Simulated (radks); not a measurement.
Values are calculated unless marked as measured or tabulated.
Problem. Ge4+, configuration [Ar] 3d10. Code: a radial shooting solver on a logarithmic mesh with Libxc functionals. Model: Dirac Kohn-Sham, PBEsol, spin-unpolarised, spherical densities, finite nucleus; Fermi nuclear charge, rms radius 4.0742 fm. Some entries of the table are withheld. Estimate them.

orbital,occ.,eigenvalue (hartree),r(max) (bohr),<r^2> (bohr^2)
1s1/2,2,-404.1995,(1),0.002976
2s1/2,2,(2),0.1762,0.05204
2p1/2,2,-46.60831,0.1392,0.04037
2p3/2,4,-45.43798,0.1421,0.04186
3s1/2,2,-7.98176,0.5429,0.4493
3p1/2,2,-6.15104,0.5377,0.4801
3p3/2,4,-5.99356,0.5462,0.4959
3d3/2,4,(3),0.5007,(4)
3d5/2,6,(5),0.5036,(6)

Solution. 
(1) 1s1/2 r(max) (bohr): 0.03074
(2) 2s1/2 eigenvalue (hartree): -52.15595
(3) 3d3/2 eigenvalue (hartree): -2.87934
(4) 3d3/2 <r^2> (bohr^2): 0.6415
(5) 3d5/2 eigenvalue (hartree): -2.85732
(6) 3d5/2 <r^2> (bohr^2): 0.6496
